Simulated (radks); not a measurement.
Results of a calculation; reference values are marked as such.
Task: All-electron atom: Dy II in [Xe] 4f10 6s1. Level of theory: Dirac Kohn-Sham, LDA (Slater exchange, Perdew-Wang correlation), spin-unpolarised, spherical densities, point nucleus; open shells are shared between the two j in proportion to 2j + 1; speed of light set to 13703.6 atomic units (100 times the physical value, a model run) (a radial shooting solver on a logarithmic mesh with Libxc functionals). Some entries of the table are withheld. Estimate them.

orbital,occ.,eigenvalue (eV),<1/r> (bohr^-1),r(max) (bohr)
1s1/2,2,-50163.42,(1),0.01525
2s1/2,2,-8043.031,15.24,0.08343
2p1/2,2,-7667.939,15.27,0.06487
2p3/2,4,-7667.870,15.27,0.06487
3s1/2,2,-1783.151,(2),0.2317
3p1/2,2,-1614.235,5.714,0.2191
3p3/2,4,-1614.221,5.714,0.2191
3d3/2,4,-1298.428,5.621,0.1742
3d5/2,6,-1298.424,5.621,0.1742
4s1/2,2,-347.7941,2.463,0.5272
4p1/2,2,-280.9317,2.370,0.5313
4p3/2,4,-280.9285,2.370,0.5313
4d3/2,4,-160.9896,2.162,0.5358
4d5/2,6,-160.9889,2.162,0.5358
5s1/2,2,-48.3887,0.9343,1.244
5p1/2,2,-30.8208,0.8165,1.366
5p3/2,4,-30.8204,0.8164,1.366
4f5/2,4.28571,-13.4732,(3),0.5280
4f7/2,5.71429,-13.4731,(4),0.5280
6s1/2,1,-8.4878,0.3196,3.445

Result: 
(1) 1s1/2 <1/r> (bohr^-1): 65.42
(2) 3s1/2 <1/r> (bohr^-1): 5.769
(3) 4f5/2 <1/r> (bohr^-1): 1.611
(4) 4f7/2 <1/r> (bohr^-1): 1.611
